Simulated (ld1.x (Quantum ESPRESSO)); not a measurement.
What the settings do to the TM potential of sulfur

Base potential:

| Quantity | Value |
| --- | --- |
| Element | S |
| Generator | ld1.x (Quantum ESPRESSO) 7.5 |
| Type | norm-conserving Troullier–Martins (Kleinman–Bylander form) |
| Functional | PBE |
| Relativity | fully relativistic |
| Frozen core | [Ne] |
| Valence charge | 6 |
| Reference configuration | 3s2 3p4 |
| Partial waves | 3p (bound): rc 1.60 bohr; 3d channel at 0.1 Ry: rc 1.60 bohr; 3s (bound): rc 1.45 bohr |
| Local potential | the s channel |
| Core correction | Bessel-smoothed model core inside 1.15 bohr |

Open shells are filled in proportion to 2j + 1 (rel_dist='average').

All-electron outer shells of the reference configuration (PBE, scalar-relativistic, ld1.x):

```json
{"shell": "2s", "level (eV)": "-211.71", "outermost node (bohr)": "0.13", "outermost maximum (bohr)": "0.39"}
{"shell": "2p", "level (eV)": "-156.51", "outermost node (bohr)": "–", "outermost maximum (bohr)": "0.33"}
{"shell": "3s", "level (eV)": "-17.26", "outermost node (bohr)": "0.60", "outermost maximum (bohr)": "1.40"}
{"shell": "3p", "level (eV)": "-7.01", "outermost node (bohr)": "0.58", "outermost maximum (bohr)": "1.61"}
```

Cutoffs, loose and tight: the cutoffs (Ry, on a coarse ladder) from which the occupation-weighted sum of valence levels, in a spherical-Bessel basis at the reference potential, stays within 10 and 1 mRy of its value at 400 Ry. They do not see the model core or the augmentation charge, which bear on the density cutoff. Test errors are all-electron minus pseudo excitation energies from the reference, over the configurations 3s2 3p3; 3s2 3p2; 3s2 3p1; 3s2 3p3.5; 3s2 3p0; 3s2 3p4.3; 3s1 3p5. A dash means not determined; rows that change the core or the reference have their own tests.

```tsv
change	outcome	cutoff, loose	cutoff, tight	bound ghosts	largest test error (meV)
base	generated	40 Ry	60 Ry	none	+222
functional LDA (PZ)	generated	40 Ry	60 Ry	none	+219
wave 3s (bound): rc 1.45 bohr becomes 3s (bound): rc 1.98 bohr	generated	25 Ry	40 Ry	none	+436
wave 3d channel at 0.1 Ry: rc 1.60 bohr becomes 3d channel at 0.1 Ry: rc 2.06 bohr	generated	40 Ry	60 Ry	none	+222
wave 3d channel at 0.1 Ry: rc 1.60 bohr becomes 3d channel at 0.33 Ry: rc 1.60 bohr	generated	40 Ry	60 Ry	none	+222
scalar-relativistic	generated	40 Ry	60 Ry	none	+215
local potential all-electron potential smoothed inside 1.10 bohr (lloc = -2)	generated	35 Ry	60 Ry	none	+268
core correction none	generated	40 Ry	60 Ry	none	+186
type ultrasoft; waves now 3s (bound): rcut 1.25, rcutus 1.45 bohr; 3s channel at 1 Ry: rcut 1.25, rcutus 1.45 bohr; 3p (bound): rcut 1.40, rcutus 1.60 bohr; 3p channel at 1.4 Ry: rcut 1.40, rcutus 1.60 bohr; 3d channel at 0.1 Ry: rcut 1.40, rcutus 1.60 bohr; 3d channel at 2 Ry: rcut 1.40, rcutus 1.60 bohr; local potential all-electron potential smoothed inside 1.40 bohr (lloc = -1); augmentation built from norm-conserving waves at rcut, not smoothed further	generated	18 Ry	30 Ry	none	+156
```

Q: What comes out with this change to the base: all radii but the core radius scaled by about 0.72 (s 1.04, p 1.16, d 1.16 bohr)?

A: outcome: generated; cutoff, loose: 110 Ry; cutoff, tight: 230 Ry; bound ghosts: none; largest test error (meV): +247.
